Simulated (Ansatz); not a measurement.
System: C3H5N, charge 0, multiplicity 1. 
Geometry from a B3LYP-D3(BJ)/def2-TZVP (Ansatz, a program for electronic structure) optimisation:
```
C
H 1 1.0915
H 1 1.0915 2 107.51
N 1 1.4250 2 107.93 3 -116.18
C 4 1.1649 3 150.25 1 -177.39
C 1 1.5245 2 110.81 3 121.22
H 6 1.0897 1 110.68 2 60.22
H 6 1.0897 7 108.47 1 -121.61
H 6 1.0905 7 108.67 8 -117.97
```

Wanted: vertical triplet-singlet gap (E(triplet) - E(singlet); each state is the SCF solution reached for its spin; the UHF <S^2> is 2.13 for the triplet (pure: 2.00)), in eV. Cores are frozen in the correlated levels unless marked. Open shells are spin-unrestricted. No spin-orbit coupling. No relativistic terms. Basis-set limits of correlation are two-point, X^-3; Hartree-Fock from the larger set. [CCSD(T)-MP2]/basis is that difference in the basis named.

RI-MP2/CBS(aug-cc-pVTZ,aug-cc-pVQZ)+[CCSD(T)-MP2]/aug-cc-pVTZ (Ansatz) gives 6.25 eV.

Q: Another calculation gave 6.27 eV. Which level was it?
(A) BHLYP/def2-TZVPD (Ansatz)
(B) wB97M-V/def2-TZVPD (Ansatz)
(C) r2SCAN/def2-TZVPD (Ansatz)
(D) B2PLYP/def2-TZVPD (Ansatz)

A: B, wB97M-V/def2-TZVPD (Ansatz). The others give 6.14 (B2PLYP), 5.98 (BHLYP), 5.71 (r2SCAN) eV.
